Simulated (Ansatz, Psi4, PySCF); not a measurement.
H10Si5, charge +1, doublet, at a GFN2-xTB geometry (a state made from the parent by changing its charge; the spin is typed, not shown lowest). Base run: PySCF with BLYP/6-31G*.

Geometry (Å):
```xyz
15

Si     0.8245     1.1311     1.4738
Si     1.9108    -0.5870     0.1922
Si     0.2351    -1.7366    -1.0124
Si    -1.7621    -0.4887    -0.8314
Si    -1.2021     1.6312     0.1481
H      0.3405     0.7043     2.7886
H      1.5063     2.3962     1.7417
H      2.6754    -1.3481     1.1809
H      2.8899     0.1253    -0.6335
H      0.0485    -3.0798    -0.4601
H      0.6242    -1.8729    -2.4173
H     -2.7713    -1.0610     0.0639
H     -2.4535    -0.1443    -2.0744
H     -0.7994     2.6665    -0.8063
H     -2.1473     2.3121     1.0313
```
Charge +1, spin multiplicity 2.
Orbitals are unrestricted.
All else is at PySCF's defaults.

The same geometry, method and basis name were run in Ansatz (a first-principles code) and Psi4 and PySCF, at each program's defaults and at the settings that a row names. The base is PySCF at its defaults. Differences at the defaults can come from grids, fitting, cores and function types together.

```
code and settings                                                                             ΔE vs base (mEh)  basis functions       E (Eh)  SCF cycles
--------------------------------------------------------------------------------------------  ----------------  ---------------  -----------  ----------
PySCF, defaults (exact integrals, its default grid, spherical functions)                                 0.000              110  -1453.00249          12
Psi4, defaults (density fitting with its default set, its default grid, Cartesian functions)           -11.072              115  -1453.01357          11
Ansatz, defaults (factorised integrals, its default grid, Cartesian functions)                         -10.838              115  -1453.01333           -
PySCF, density fitting with def2-universal-jkfit                                                        -0.166              110  -1453.00266          12
PySCF, fine grid                                                                                         0.000              110  -1453.00249          12
Psi4, exact integrals, spherical functions, fine grid                                                   -0.001              110  -1453.00249          14
Ansatz, high accuracy, Cartesian functions as the basis file defines them                              -10.834              115  -1453.01333           -
```

Open shells are given as the SCF converged; they aren't shown to be the lowest states, and a large step between rows can be another state.
